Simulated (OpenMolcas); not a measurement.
An atom or ion with 16 electrons was computed by XMS-CASPT2, IPEA 0.25 Eh, imaginary shift 0.1 Eh with spin-orbit coupling (OpenMolcas, ANO-RCC-VTZP, DKH2). The lowest levels that the run gave, each within 12 % of the measured value where one is at hand:

```
J  Parity  E (cm⁻¹)      g
2    even       0.0  1.501
1    even       368  1.501
0    even       538       
2    even      9850  1.000
0    even     23350
```

Question: Which ion is it, and what are the configurations and terms?

Answer: neutral sulfur (Z = 16, neutral; active space 6 electrons in 4 orbitals (3s 3p)). J, parity and g give the terms where levels are pure, and mixed ones are named by the computed weights; the size of the splittings, set against known spectra of the 16-electron sequence, gives the charge. In order, with the measured energies in cm⁻¹ (NIST Handbook of Basic Atomic Spectroscopic Data): 3s² 3p⁴ ³P₂, 3s² 3p⁴ ³P₁ (396), 3s² 3p⁴ ³P₀ (574), 3s² 3p⁴ ¹D₂ (9239), 3s² 3p⁴ ¹S₀ (22180).

CASPT2 breaks the degeneracy within a term, and the mean is taken; among the terms shown or strongly mixed into the levels shown the widest spread is 580 cm-1 (3s² 3p⁴ ¹D). No level of 3s 3p⁵ was computed, though it lies in the active space. Computed and measured levels are paired by configuration, term and J; levels that our copy of the source lacks, or whose pairing is in doubt (as where it misses far off the trend of its configuration), stay unpaired and out of the deviations. Only configurations of the active space appear.
